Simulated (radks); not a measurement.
Results of a calculation; reference values are marked as such.
Tl4+, 77 electrons, occupied as [Xe] 4f14 5d9. Code: a radial shooting solver on a logarithmic mesh with Libxc functionals. Model: scalar-relativistic Kohn-Sham, LDA (Slater exchange, Perdew-Wang correlation), spin-unpolarised, spherical densities, finite nucleus; Fermi nuclear charge, rms radius 5.4759 fm.

Unscreened Slater integrals over Kohn-Sham orbitals (eV). Empty in this configuration: 6s.

F0(5d,5d): 18.896
F2(5d,5d): 9.9362
F4(5d,5d): 6.6474
F0(5d,5p): 21.097
F2(5d,5p): 10.672
G1(5d,5p): 12.993
G3(5d,5p): 8.0901
F0(5d,4f): 24.264
F2(5d,4f): 5.8984
F4(5d,4f): 2.7741
G1(5d,4f): 1.8255
G3(5d,4f): 1.7861
G5(5d,4f): 1.4490
F0(5d,5s): 21.971
G2(5d,5s): 8.6784
F0(5d,6s): 13.848
G2(5d,6s): 3.1273
F0(5p,5p): 24.491
F2(5p,5p): 13.210
F0(5p,4f): 30.204
F2(5p,4f): 9.3662
G2(5p,4f): 3.3701
G4(5p,4f): 2.9137
F0(5p,5s): 26.016
G1(5p,5s): 17.349
F0(5p,6s): 14.495
G1(5p,6s): 1.2575
F0(4f,4f): 53.153
F2(4f,4f): 26.621
F4(4f,4f): 17.002
F6(4f,4f): 12.321
F0(4f,5s): 33.670
G3(4f,5s): 4.4083
F0(4f,6s): 15.571
G3(4f,6s): 0.51481
F0(5s,5s): 27.968
F0(5s,6s): 14.747
G0(5s,6s): 0.72459
F0(6s,6s): 11.918

Derived for the open shells (J is the average intra-shell exchange parameter used in DFT+U). 5d: Racah B = F2/49 - 5 F4/441 = 0.1274 eV, C = 35 F4/441 = 0.5276 eV, C/B = 4.14, F4/F2 = 0.669, J = (F2 + F4)/14 = 1.185 eV.
